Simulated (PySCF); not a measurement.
# Spin-rotation constants: `C=[C](CF)[GeH2][CH2]F`, C$_{4}$H$_{8}$F$_{2}$Ge

Molfile (atoms numbered from 1):
```
C4H8F2Ge
     RDKit          3D

 15 14  0  0  0  0  0  0  0  0999 V2000
   -1.3879    1.6471   -0.0181 C   0  0  0  0  0  0  0  0  0  0  0  0
   -0.9149    0.4122    0.0245 C   0  0  0  0  0  0  0  0  0  0  0  0
   -1.5122   -0.7046   -0.7713 C   0  0  0  0  0  0  0  0  0  0  0  0
   -0.7091   -1.8231   -0.6261 F   0  0  0  0  0  0  0  0  0  0  0  0
    0.6488   -0.1246    1.0894 Ge  0  0  0  0  0  4  0  0  0  0  0  0
    2.1865   -0.5187   -0.1128 C   0  0  0  0  0  0  0  0  0  0  0  0
    2.5445    0.6499   -0.7532 F   0  0  0  0  0  0  0  0  0  0  0  0
   -0.9366    2.4298    0.5691 H   0  0  0  0  0  0  0  0  0  0  0  0
   -2.2314    1.9272   -0.6317 H   0  0  0  0  0  0  0  0  0  0  0  0
   -2.5050   -0.9853   -0.4046 H   0  0  0  0  0  0  0  0  0  0  0  0
   -1.5586   -0.4850   -1.8425 H   0  0  0  0  0  0  0  0  0  0  0  0
    0.3481   -1.3349    1.9246 H   0  0  0  0  0  0  0  0  0  0  0  0
    1.0151    1.0272    1.9829 H   0  0  0  0  0  0  0  0  0  0  0  0
    3.0667   -0.8616    0.4350 H   0  0  0  0  0  0  0  0  0  0  0  0
    1.9417   -1.2475   -0.8871 H   0  0  0  0  0  0  0  0  0  0  0  0
  1  2  2  0
  2  3  1  0
  3  4  1  0
  2  5  1  0
  5  6  1  0
  6  7  1  0
  1  8  1  0
  1  9  1  0
  3 10  1  0
  3 11  1  0
  5 12  1  0
  5 13  1  0
  6 14  1  0
  6 15  1  0
M  END
```

Theory: GIAO HF/pcSseg-1 magnetisability, rotational g tensor and spin-rotation constants, non-relativistic, gas phase in PySCF 2.14.0. Geometry: GFN2-xTB.

The calculation is non-relativistic, which matters for the atoms heavier than Zn.

**Question.** Give the nuclear spin-rotation constants along the inertial axes (H = +C I·J) beside the isotropic shieldings.

**Answer.** Rotational constants 2.1257, 1.2755, 1.1788 GHz. A star marks the isotopologue with that one atom substituted, in its own axes.
```
atom  isotope  Caa (kHz)  Cbb (kHz)  Ccc (kHz)  mean (kHz)  σ (ppm)
  F4      19F      0.404      0.057      0.419       0.293    437.6
  F7      19F     -0.736     -0.102      0.046      -0.264    495.0
  H8       1H     -0.078      0.030     -0.130      -0.059     26.1
  H9       1H      0.060     -0.130     -0.062      -0.044     26.2
 H10       1H      0.071     -0.138     -0.073      -0.047     26.8
 H11       1H     -0.197     -0.116      0.056      -0.086     26.7
 H12       1H     -0.189     -0.099      0.015      -0.091     28.0
 H13       1H     -0.153      0.016     -0.115      -0.084     28.3
 H14       1H      0.061     -0.131     -0.082      -0.050     27.4
 H15       1H     -0.147      0.033     -0.113      -0.075     27.2
  C1     13C*      0.807      0.421      0.233       0.487     61.1
  C2     13C*      0.868      0.481      0.272       0.540     39.3
  C3     13C*      0.507      0.247      0.283       0.345    112.2
 Ge5    73Ge*     -0.495     -0.308     -0.295      -0.366   1624.5
  C6     13C*      0.539      0.280      0.195       0.338    120.4
```
For the geometry as given, no vibrational averaging.

**Question.** How do the rotational constants and the g tensor change when H8, H9, H10, H11, H12, H13, H14, H15 are replaced by deuterium?

**Answer.** Constants 1.8958, 1.1542, 1.0569 GHz; g -0.0253, -0.0110, -0.0068, against -0.0274, -0.0123, -0.0079 before.
